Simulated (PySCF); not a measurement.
## Computed structure and properties of [Nd(BH4)2]+

System: [Nd(BH4)2]+ (singlet in the valence; each metal's 4f electrons, 3 of them, lie in its core potential, out of spins and levels); start: displaced along the imaginary mode (D3). Method: PySCF 2.14.0, RKS r2SCAN, Nd lcecp-1-SVP with ECP49, B def2-SVP, H def2-SVP; non-relativistic Hamiltonian with scalar-relativistic core potentials where named; density fitting; no spin-orbit coupling.

Input of the relaxation:

```python
mol = gto.M(atom='''
Nd    -0.00000     0.00000     0.00000
B     -0.00000     0.00000     2.50221
H     -0.00000     0.00000     3.69885
H      1.12021     0.35808     1.97258
H     -0.87021     0.79109     1.97258
H     -0.25000    -1.14917     1.97258
B      0.00000    -0.00000    -2.50221
H      0.00000    -0.00000    -3.69885
H      1.12021    -0.35808    -1.97258
H     -0.87021    -0.79109    -1.97258
H     -0.25000     1.14917    -1.97258''',
    basis={'Nd': 'lcecp-1-SVP', 'B': 'def2-SVP', 'H': 'def2-SVP'},
    ecp={'Nd': 'lcecp-1-SVP'},
    charge=1, spin=0)
mf = dft.RKS(mol, xc='R2SCAN')
mf.grids.atom_grid = (50, 194)  # f atoms: unpruned, at least (60, 302)
mf = mf.density_fit()  # fitting sets: Nd AutoAux, B def2-universal-JKFIT, H def2-universal-JKFIT
mf.conv_tol = 1e-08; mf.max_cycle = 55
mf.kernel(dm0)  # dm0: converged density of the start geometry
# quasi-Newton relaxation in Cartesian coordinates to a largest gradient under 0.00045 Eh/bohr, steps kept in the point group
```

Run from Python with OMP_NUM_THREADS=2; the lines above give its settings. Where DIIS fails, smearing, a level shift and second-order steps follow.
It took 120 s on 2 threads of Arm Neoverse N1, on a shared host, from the converged density of the start.

Course of the relaxation:

```
step  energy above end (eV)  largest force component within the symmetry (eV/Å)
   0                 0.0590                                               0.402
   1                 0.0326                                               0.186
   2                 0.0249                                               0.035
   3                 0.0237                                               0.029
   4                 0.0151                                               0.107
   5                 0.0123                                               0.083
   6                 0.0038                                               0.032
   7                 0.0035                                               0.132
   8                 0.0027                                               0.107
   9                 0.0004                                               0.013
  10                 0.0003                                               0.015
  11                 0.0001                                               0.012
  12                 0.0000                                               0.009
  13                 0.0000                                               0.007
```

Relaxed geometry (D3h):

```xyz
11

Nd    0.0000    0.0000    0.0000
B     0.0000    0.0000    2.4998
H     0.0000    0.0000    3.6964
H     1.1497    0.0005    1.9672
H    -0.5753    0.9954    1.9672
H    -0.5744   -0.9959    1.9672
B     0.0000    0.0000   -2.4998
H     0.0000    0.0000   -3.6964
H     1.1497   -0.0005   -1.9672
H    -0.5753   -0.9954   -1.9672
H    -0.5744    0.9959   -1.9672
```

```
      contact      Å
 Nd1–H6 (BH4)  2.279
Nd1–H11 (BH4)  2.279
```

On the finer grid (75, 302):

The HOMO is -12.61 eV, the LUMO is -8.39 eV and the dipole about the centre of mass is 0.00 D. The set of Mulliken populations of Nd1 outside the core potential is s 2.30, p 6.23, d 1.27, f 0.06 and the D3(BJ) dispersion energy (not in the energies) is -0.050 eV.

```tsv
atom	Mulliken (e)	Löwdin (e)	spin (e)
Nd1	1.15	1.17	0.00
B2	0.01	-0.23	0.00
H3	0.06	0.03	0.00
H4	-0.05	0.04	0.00
H5	-0.05	0.04	0.00
H6	-0.05	0.04	0.00
B7	0.01	-0.23	0.00
H8	0.06	0.03	0.00
H9	-0.05	0.04	0.00
H10	-0.05	0.04	0.00
H11	-0.05	0.04	0.00
```

The 4f levels lie in the core potential and are missing. Their spin isn't counted.

No frequency check is given for this geometry.

Taking off one BH4 (charge -1, singlet; the rest: singlet) in vacuum, both parts rigid, costs 13.17 eV; the small basis without counterpoise inflates it. Most of it is the attraction of opposite charges; other ways to part are cheaper, and one spin state was tried for the rest.

Rigid scan of BH4 along the line from its metal:

(distance to B2 (Å), energy (eV)): (2.20, 0.983), (2.30, 0.386), (2.40, 0.086), (2.50, 0.000), (2.60, 0.071), (2.70, 0.250), (2.90, 0.801), (3.20, 1.807), (3.60, 3.086), (4.10, 4.308)

One start shape was tried, so this needn't be the lowest isomer.

An lcecp potential fixes the number of 4f electrons, so in runs with it no electron can move into or out of that shell.
